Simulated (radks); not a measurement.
Results of a calculation; reference values are marked as such.
Valence configurations of Ru IV (all share [Kr]). Code: a radial shooting solver on a logarithmic mesh with Libxc functionals. Model: scalar-relativistic Kohn-Sham, PBE, spin-polarised, spherical densities, point nucleus; open shells are filled with parallel spins first (spin-orbit coupling, left out, can overturn this in heavy ions). Energies are relative to 4d5; eigenvalues in eV for spin up.

valence,E (eV),moment (Bohr magnetons),e(4d),e(5p),e(5s)
4d5,0.000,5,-38.900,-,-
4d4.5 5s0.5,4.889,5,-40.768,-,-30.555
4d4.5 5p0.5,8.429,5,-41.268,-23.767,-
4d4 5s1,10.213,5,-42.649,-,-31.568
4d4 5p1,17.495,5,-43.628,-24.876,-
4d3 5s2,24.299,3,-46.233,-,-32.892
4d3 5s1 5p1,29.813,5,-47.359,-26.506,-34.170
4d3 5p2,37.483,5,-48.284,-27.052,-
4d2.5 5p2.5,48.415,5,-50.575,-28.075,-
4d1.5 5p3.5,73.667,4,-55.099,-29.796,-

NIST lists [Kr] 4d5 as the ground configuration; this level of theory agrees among the configurations tried. The energies are those of spherical high-spin densities, not of single terms.
